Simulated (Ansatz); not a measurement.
Input file for Ansatz (an electronic-structure program): R-PBE0/def2-TZVPP on F2GeH3N (SMILES [NH2][GeH]([F])[F]), a point of a torsion scan.

Ansatz 0.2 input:
```yaml
crystal:
  periodic: [false, false, false]
  atoms:
    - {symbol: N, position_ang: [1.12693139, -0.11186018, -0.20070376]}
    - {symbol: Ge, position_ang: [-0.63109764, -0.07507268, 0.10360803]}
    - {symbol: F, position_ang: [-1.39106097, 0.20588000, -1.41221903]}
    - {symbol: F, position_ang: [-1.01476476, 1.40009563, 0.92439170]}
    - {symbol: H, position_ang: [1.60743686, 0.77533560, -0.13236744]}
    - {symbol: H, position_ang: [1.69249804, -0.84393726, 0.19909415]}
    - {symbol: H, position_ang: [-1.35840897, -1.19121101, 0.75793063]}
basis:
  gaussian:
    orbitals: def2-TZVPP
hamiltonian:
  xc: {name: PBE0}
scf: {lower_state_search: off}
```

**Question.** Give the final energy of this run.

**Answer.** -2332.9416 hartree.
